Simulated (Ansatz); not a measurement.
Basis-set extrapolation for CH$_{2}$BClO, SMILES `ClB1CO1` (PBE0-D4/def2-TZVP geometry, frozen core, Ansatz 0.2.0). Multiplicity 1, RHF reference.

|  | def2-TZVPP | def2-QZVPP |
| --- | --- | --- |
| HF | -598.175533 | -598.194522 |
| MP2 correlation | -0.679990 | -0.734442 |
| CCSD(T) correlation | -0.736846 | not run |

Energies in hartree. Use E(X) = E(∞) + A·exp(−7.88·√X) for Hartree–Fock and E(X) = E(∞) + B·X^(−2.97) for correlation, with X = 3 and 4, and add CCSD(T) minus MP2 of the smaller set to the MP2 limit.

Problem. What is the CCSD(T) energy at the basis-set limit?

Solution. HF limit: -598.194522 + (-0.018989) × 0.13774 = -598.19714. MP2 limit: -0.734442 + (-0.054452) × 0.74074 = -0.77478. Higher-order term: -0.736846 − (-0.679990) = -0.05686. Total: -599.02878 hartree, 305.6 kJ/mol below CCSD(T)/def2-TZVPP.
